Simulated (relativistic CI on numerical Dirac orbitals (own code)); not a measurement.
# Eu27+: sensitivity of the levels to the model

Base calculation: Dirac-Coulomb-Breit CI, separate exchange-only KLI orbitals for each configuration, model QED (radiative potential, 1s self-energy scaled to tabulated hydrogen-like ionisation energies), unscaled Slater integrals.

Configurations in the expansion (outside the closed core [Ar] 3d10): 4s²4p⁶, 4s²4p⁵4d, 4s4p⁶4d, 4s²4p⁵4f, 4s4p⁶4f, 4s²4p⁵5s, 4p⁶4d4f, 4s²4p⁵5p, 4s4p⁶5s, 4s²4p⁵5d, 4s4p⁶5p, 4s²4p⁵5f, 4s²4p⁵5g, 4s4p⁶5d, 4s²4p⁵6s, 4p⁶4f5s, 4s²4p⁵6p, 4s4p⁶5f, 4s²4p⁵6d, 4s4p⁶5g, 4s²4p⁵6f, 4p⁶4d², 4p⁵4d³, 4p⁵4d²4f, 4p⁵4d²5s, 4p⁵4d²5p, 4p⁶4f², 4p⁵4d4f², 4p⁵4f³, 4p⁵4f²5s, 4p⁵4f²5p, 4p⁶4d5s, 4p⁵4d4f5s, 4p⁵4d5s², 4p⁵4d5s5p. Double excitations out of closed p, d and f shells are left out; levels of such configurations are missing from the list, as are those of other unlisted configurations, and high levels can miss mixing partners. These lack a partner that the ground configuration has and come out too high: 4s²4p⁵5d, 4s²4p⁵5f, 4s²4p⁵5g, 4s²4p⁵6s, 4s²4p⁵6p.

Variants: (1) configuration mixing switched off. Shifts of the energy above 4s²4p⁶ ¹S0, in eV, for the lowest level and the first level of each name with at least 55 % of one term (blank where a level changes its place among those of its configuration and J or its character, or is not in the variant):

```
        Level     Base    Δ(1)
   4s²4p⁶ ¹S0    0.000   0.000
4s²4p⁵4d ³P°0  110.305  -0.059
4s²4p⁵4d ³P°1  113.155  -0.057
4s²4p⁵4d ³F°3  116.129  +0.229
4s²4p⁵4d ³F°4  120.936  +0.364
4s²4p⁵4d ³D°3  127.511  -0.026
4s²4p⁵4d ³D°1  137.415  -0.040
4s²4p⁵4d ³F°2  152.499  +0.281
4s²4p⁵4d ¹P°1  174.076  +0.034
  4s4p⁶4d ³D1  230.950  +4.822
  4s4p⁶4d ³D2  233.548  +4.116
  4s4p⁶4d ³D3  239.558  +3.979
  4s4p⁶4d ¹D2  249.823  +1.069
 4s²4p⁵4f ³G5  265.374  +0.081
 4s²4p⁵4f ³G4  265.768  +0.056
 4s²4p⁵4f ³D1  266.543  -4.710
 4s²4p⁵4f ³D2  268.137  -3.982
 4s²4p⁵4f ³F4  270.928  -0.009
 4s²4p⁵4f ¹D2  274.472  -0.294
 4s²4p⁵4f ³G3  303.333  +0.043
 4s4p⁶4f ³F°2  386.291  +0.023
 4s4p⁶4f ³F°3  386.786  +0.046
```

At this charge energies of transitions that change n are usually good to better than 1 %, and those within a shell (Δn = 0) to a few per cent.

Ionisation energy from the two ground configurations alone: base 1037.02 eV. The NIST ASD value (theoretical) is 1037 eV.

LS names give the leading component of a level, which can be under half, so a name can repeat, a term be missing and a line seem to break the LS rules.
